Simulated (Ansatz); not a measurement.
Abridged output of a molecular run in Ansatz:

```
Functional definition: HF
  name "HF"
  cite "Fock, Z. Phys. 61, 126 (1930) doi:10.1007/BF01340294"
  parent pbe
  exchange = exact_x
  correlation = 0
these checks for a lower state are left out or cut short: cluster_reference
1478 factors; integrals over basis functions are off by at most 1.0e-3 eV
mean field evaluation 1: about -79003.6654 eV, gradient 2.9e1 eV
mean field evaluation 2: about -79003.6728 eV, gradient 2.9e1 eV
mean field evaluation 4: about -79007.5254 eV, gradient 3.2e0 eV
mean field evaluation 8: about -79007.6649 eV, gradient 2.2e-1 eV
mean field evaluation 16: about -79003.6689 eV, gradient 6.5e0 eV
mean field -79007.66630881 eV, -2903.4781835290 hartree, gradient 1.4e-6 eV, S^2 0.759988; 1 other end points of the search recorded, 0 dependent functions left out
17 core orbitals not correlated: weight in the atoms' cores, before any rotation towards them, 1.000 or more for the frozen orbitals, at most 0.000 for the correlated occupied ones
reference -79007.66630881 eV, -2903.4781835290 hartree; 21, 20 occupied and 201, 202 virtual orbitals, 1478 factors
second order -27.90208553 eV of doubles, -0.00000000 eV of singles
cycle   1  -27.83199192 eV  change    7.0e-2 eV  update   1.2e-1
cycle   2  -28.48362403 eV  change   -6.5e-1 eV  update   3.5e-2
cycle   3  -28.63735280 eV  change   -1.5e-1 eV  update   2.0e-2
cycle   4  -28.62276347 eV  change    1.5e-2 eV  update   6.6e-3
cycle   5  -28.61995085 eV  change    2.8e-3 eV  update   3.6e-3
cycle   6  -28.62195950 eV  change   -2.0e-3 eV  update   1.5e-3
cycle   7  -28.62167390 eV  change    2.9e-4 eV  update   6.5e-4
cycle   8  -28.62184294 eV  change   -1.7e-4 eV  update   2.7e-4
cycle   9  -28.62197585 eV  change   -1.3e-4 eV  update   1.2e-4
cycle  10  -28.62190745 eV  change    6.8e-5 eV  update   5.4e-5
cycle  11  -28.62192463 eV  change   -1.7e-5 eV  update   2.8e-5
perturbative correction -1.03799726 eV, -0.0381456959 hartree
Total energy: -79037.32623070 eV, -2904.5681655545 hartree
Checks for a lower state left out: cluster_reference
```

Its atoms:

Z-matrix (Å, degrees):
```
C
O 1 1.412
H 1 1.094 2 111.1
H 1 1.095 2 111.1 3 -121.8
H 1 1.090 2 107.7 3 119.0
Si 2 1.629 1 126.4 3 72.1
Se 6 2.300 2 113.9 1 51.3
F 6 1.594 2 103.8 1 166.1
H 7 1.468 6 90.9 2 -91.7
```

(1) Which basis set was used?
A. def2-TZVPP
B. def2-SVP
C. def2-SVPD
D. cc-pV(Q+d)Z

(2) Write the keys of the input that set method, charge and spin (a neutral closed shell needs none for the last two).

## Answers

(1) A. It gives 239 functions.

(2) 
```yaml
magnetization: {spin_polarized: true, initial_magnetization: 1}
correlation: {method: ccsd_t}
scf: {omitted_lower_state_checks: [cluster_reference]}
```
